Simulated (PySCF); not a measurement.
**How methods differ on the excitation energy of Pd**

Pd [Kr] 4d10 (1S) → Pd [Kr] 4d9 5s1 (3D), as a difference of total energies. Calculation: PySCF 2.14, in x2c-TZVPPall (8s6p6d2f1g, 79 functions); scalar relativity by spin-free X2C-1e. Correlated levels: valence: [Kr] frozen. The calculations carry no spin-orbit coupling.

```json
{"method": "UHF", "excitation energy (cm⁻¹)": "-506.66"}
{"method": "MP2 (valence)", "excitation energy (cm⁻¹)": "10160"}
{"method": "SCS-MP2 (valence)", "excitation energy (cm⁻¹)": "9676.2"}
{"method": "CCSD (valence)", "excitation energy (cm⁻¹)": "6617.4"}
{"method": "CCSD(T) (valence)", "excitation energy (cm⁻¹)": "7371.2"}
```

The basis was made for the ground configuration and has no added diffuse functions, so the excitation energy can come out too high.
